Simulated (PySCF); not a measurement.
# Peak assignment

Atoms are numbered as in `[CH:1]#[C:2][P@:3](=[O:4])([OH:5])/[CH:6]=[CH:7]/[CH3:8]` (H(Xn): hydrogen on atom n).

Calculated, not measured (PySCF): structure optimised with GFN2-xTB, shielding tensors at PBE0/pcSseg-1 (GIAO). No relativistic terms, rapidly exchanging positions averaged, in vacuum, one conformer.

δ = σ(ref) − σ, references computed at the same level: TMS for $^{13}$C (186.93 ppm), $^{1}$H (31.72 ppm).

(1) Assign these signals to the numbered atoms. $^{13}$C{$^{1}$H} NMR (computed): δ 156.7, 131.1, 93.6, 85.1, 23.4.

(2) Assign these signals to the numbered atoms. $^{1}$H NMR (300 MHz, computed): δ 7.04 (m, 1H), 5.98 (m, 1H), 2.77 (br s, 1H), 2.22 (m, 1H), 2.09 (d, 3H).

Answers

(1) 
156.7 → C7, alkene CH: as expected for a trigonal carbon in a double bond
131.1 → C6, alkene CH
93.6 → C1, terminal alkyne carbon: the triple bond shields along its axis, which puts it between sp3 and sp2 carbons
85.1 → C2, alkyne carbon: sp carbons lie upfield of alkene carbons because the cylindrical π system leaves one tensor component strongly shielded
23.4 → C8, allylic methyl carbon: aliphatic region, no heteroatom directly attached

(2) 
```tsv
δ (ppm)	atoms	environment	reason
7.04	H(C7)	hydrogen on an alkene CH	olefinic region
5.98	H(C6)	hydrogen on an alkene CH	–
2.77	H(O5)	hydrogen on an oxygen bonded to P	labile proton, position sensitive to the medium
2.22	H(C1)	hydrogen on a terminal alkyne carbon	it lies on the axis of the triple bond, in its shielding cone
2.09	H(C8)	hydrogen on an allylic methyl carbon	allylic position
```

OH/NH shifts are gas-phase values; hydrogen bonding in solution moves them, usually downfield. Splittings by $^{31}$P in the carbon and heteronuclear signals aren't shown, as no couplings were computed. Shifts are as computed. Against solution values, carbons near 30 ppm lie about +3 ppm off and those near 130 ppm about +5 ppm. Of 1211 compounds with measured shifts, 218 miss one by over three times the rms of a fit or turn the order of signals round; such compounds aren't used in these exercises. No couplings were computed; multiplicities are counted from neighbouring protons, with m where these are inequivalent, close in shift, in a saturated or five-membered ring or joined by F or P, and br s for small geminal =CH2 splittings.
